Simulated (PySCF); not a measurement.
CH6ClFOSi2, SMILES O[C@H]([SiH3])[Si@@H](F)Cl. Heavy atoms are numbered as in [OH:1][C@H:2]([SiH3:3])[Si@@H:4]([F:5])[Cl:6]. Hydrogens are named by the atom that carries them.

Coordinates come from a B3LYP-D3(BJ)/def2-SVP optimisation. The structure was generated by enumeration; whether it is a known compound was not checked. Other conformers were not sampled.

Computed with PBE0/pcSseg-1 (PySCF).

GIAO shieldings, no solvent; atoms alike by connectivity are averaged. δ = σ(ref) − σ: ¹⁷O against H2O (σ = 334.2 ppm); ¹³C against TMS (σ = 186.3 ppm); ²⁹Si against TMS (σ = 352.7 ppm); ¹⁹F against CFCl3 (σ = 167.2 ppm); ³⁵Cl against HCl (σ = 945.9 ppm); ¹H against TMS (σ = 31.56 ppm), references at their B3LYP-D3(BJ)/def2-TZVP geometries, non-relativistic (without spin–orbit terms, shifts of atoms bonded to Cl or Br come out too high).

| atoms | nucleus | count | δ (ppm) |
|---|---|---|---|
| O1 (OH) | ¹⁷O | 1 | -0.8 |
| C2 (CH) | ¹³C | 1 | (withheld) |
| Si4 (SiH) | ²⁹Si | 1 | 16.3 |
| Si3 (SiH3) | ²⁹Si | 1 | (withheld) |
| F5 | ¹⁹F | 1 | -163.2 |
| Cl6 | ³⁵Cl | 1 | (withheld) |
| H on Si4 | ¹H | 1 | 5.74 |
| H on Si3 | ¹H | 3 | (withheld) |
| H on C2 | ¹H | 1 | (withheld) |
| H on O1 | ¹H | 1 | 0.53 |

What belongs in the gaps? (The exact figures need the calculation; the answer reports its results.)


- H on Si3, δ (ppm): 4.16
- H on C2, δ (ppm): 4.07
- Si3 (SiH3), δ (ppm): -71.7
- C2 (CH), δ (ppm): 55.8
- Cl6, δ (ppm): 30.7
